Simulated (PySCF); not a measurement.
The PySCF input:
```python
from pyscf import gto, scf, dft

mol = gto.M(
    atom='''
Sb    0.99636671    0.49528087    0.28094358
I    -0.84063518    1.26437259   -1.50307590
I    -0.11813279   -1.74096362    1.23273397
''',
    basis='sto-3g',
    charge=1,
    verbose=4,
)

mf = dft.RKS(mol)
mf.xc = 'lda,vwn'
mf.kernel()
```

Q: What HOMO-LUMO gap does PySCF with SVWN5/STO-3G give?

A: 1.36 eV

Q: Estimate the nuclear repulsion energy that SVWN5/STO-3G returns for this input.

A: 1430.0521 Eh

Q: What number of basis functions does SVWN5/STO-3G give?

A: 81

Q: What is the computed HOMO energy (SVWN5/STO-3G)?

A: -10.15 eV
